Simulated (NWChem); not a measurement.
System: C₄H₅Cl; SMILES ClC=C=CC

NWChem input:

```
start job
memory heap 200 mb stack 900 mb global 1100 mb
geometry units angstroms noautoz
  C      0.575481     2.718507     0.269575
  C     -0.247151     1.700306    -0.474175
  C     -0.486272     0.464178    -0.075684
  C     -0.730871    -0.762854     0.332033
  Cl     0.288552    -2.136262    -0.068893
  H      0.983084     2.307719     1.212224
  H      1.421871     3.068871    -0.358677
  H     -0.034484     3.615710     0.508415
  H     -0.686232     2.025612    -1.438707
  H     -1.596734    -1.036510     0.956425
end
basis spherical
  C library aug-cc-pvdz
  Cl library aug-cc-pvdz
  H library aug-cc-pvdz
end
dft
  xc xpbe96 cpbe96
  iterations 150
  mulliken
end
task dft energy
```

Parts of the log:

```
             Northwest Computational Chemistry Package (NWChem) 7.3.0
             --------------------------------------------------------

 C1  symmetry detected

                             Geometry "geometry" -> ""
                             -------------------------

 Output coordinates in angstroms (scale by  1.889725989 to convert to a.u.)

  No.       Tag          Charge          X              Y              Z
 ---- ---------------- ---------- -------------- -------------- --------------
    1 C                    6.0000     0.56073185     2.75933448     0.25719313
    2 C                    6.0000    -0.26458174     1.73258151    -0.47168036
    3 C                    6.0000    -0.48491274     0.49455649    -0.06827652
    4 C                    6.0000    -0.71065130    -0.73441766     0.34443887
    5 Cl                  17.0000     0.31501556    -2.09827604    -0.07282873
    6 H                    1.0000     0.98830116     2.35333561     1.19304756
    7 H                    1.0000     1.39285969     3.11729541    -0.38565892
    8 H                    1.0000    -0.05371624     3.65081905     0.50575675
    9 H                    1.0000    -0.72316983     2.05277915    -1.42881595
   10 H                    1.0000    -1.56305573    -1.01586559     0.98370834

 Effective nuclear repulsion energy (a.u.)     181.0866918601

  pbe96 is a nonlocal functional; adding pw91lda local functional.

                                 NWChem DFT Module
                                 -----------------

 Summary of "ao basis" -> "ao basis" (spherical)
 ------------------------------------------------------------------------------
       Tag                 Description            Shells   Functions and Types
 ---------------- ------------------------------  ------  ---------------------
 C                        aug-cc-pvdz                9       23   4s3p2d
 Cl                       aug-cc-pvdz               11       27   5s4p2d
 H                        aug-cc-pvdz                5        9   3s2p

            General Information
            -------------------
          SCF calculation type: DFT
          Wavefunction type:  closed shell.
          No. of atoms     :    10
          No. of electrons :    46
           Alpha electrons :    23
            Beta electrons :    23
          Charge           :     0
          Spin multiplicity:     1
          Use of symmetry is: off; symmetry adaption is: off
          Maximum number of iterations: 150
          AO basis - number of functions:   164
                     number of shells:    72
          Convergence on energy requested:  1.00D-06
          Convergence on density requested:  1.00D-05
          Convergence on gradient requested:  5.00D-04

              XC Information
              --------------
          PerdewBurkeErnzerhof Exchange Functional  1.000
            Perdew 1991 LDA Correlation Functional  1.000 local
           PerdewBurkeErnz. Correlation Functional  1.000 non-local

             Grid Information
             ----------------
          Grid used for XC integration:  medium
          Radial quadrature: Mura-Knowles
          Angular quadrature: Lebedev.
          Tag              B.-S. Rad. Rad. Pts. Rad. Cut. Ang. Pts.
          ---              ---------- --------- --------- ---------
          C                   0.70       49          16.0       434
          Cl                  1.00       88          17.0       590
          H                   0.35       45          17.0       434
          Grid pruning is: on
          Number of quadrature shells:   509
          Spatial weights used:  Erf1

      Superposition of Atomic Density Guess
      -------------------------------------

 Sum of atomic energies:        -612.64086717

      Non-variational initial energy
      ------------------------------

 Total energy =    -615.256349
 1-e energy   =   -1198.314697
 2-e energy   =     401.971656
 HOMO         =      -0.276827
 LUMO         =      -0.021908

     ---------------------------------------------
      Total Density - Mulliken Population Analysis
     ---------------------------------------------

    Atom       Charge   Shell Charges
 -----------   ------   -------------------------------------------------------
    1 C    6     6.05   2.01  0.73  0.31  0.17  2.02  0.84  0.03  0.04 -0.09
    2 C    6     5.35   2.01  0.72  0.40 -0.20  1.90  0.49  0.02  0.08 -0.07
    3 C    6     6.19   2.01  0.75  0.92 -0.08  1.94  0.48  0.30  0.06 -0.18
    4 C    6     5.60   2.01  0.69  0.65 -0.37  1.74  0.81  0.06  0.08 -0.08
    5 Cl  17    17.29   2.00  2.02  0.93  1.04  0.05  6.00  3.08  2.10  0.05  0.03 -0.00
    6 H    1     1.08   0.69  0.37  0.01  0.03 -0.02
    7 H    1     0.93   0.68  0.24  0.00  0.03 -0.02
    8 H    1     0.93   0.68  0.24  0.00  0.03 -0.02
    9 H    1     1.31   0.68  0.61  0.01  0.03 -0.02
   10 H    1     1.27   0.68  0.55  0.00  0.03  0.01

   convergence    iter        energy       DeltaE   RMS-Dens  Diis-err
 ---------------- ----- ----------------- --------- --------- ---------
 d= 0,ls=0.0,diis     1   -615.1376300658 -7.96D+02  2.30D-02  6.16D-01
 d= 0,ls=0.0,diis     2   -615.1035169395  3.41D-02  8.47D-03  7.17D-01
 d= 0,ls=0.0,diis     3   -615.1570684881 -5.36D-02  3.82D-03  2.85D-01
 d= 0,ls=0.0,diis     4   -615.1901625145 -3.31D-02  1.38D-03  3.85D-02
 d= 0,ls=0.0,diis     5   -615.1963755641 -6.21D-03  3.89D-04  1.65D-03
  Resetting Diis
 d= 0,ls=0.0,diis     6   -615.1965404693 -1.65D-04  1.76D-04  5.01D-04
 d= 0,ls=0.0,diis     7   -615.1966074142 -6.69D-05  1.22D-04  4.56D-05
 d= 0,ls=0.0,diis     8   -615.1965748304  3.26D-05  9.84D-05  2.83D-04
 d= 0,ls=0.0,diis     9   -615.1966133646 -3.85D-05  1.55D-05  2.95D-06
 d= 0,ls=0.0,diis    10   -615.1966137677 -4.03D-07  3.07D-06  2.10D-07

[...]
```

Level: PBE/aug-cc-pVDZ. All runs use the structure optimised with PBE-D3(BJ)/def2-SVP.
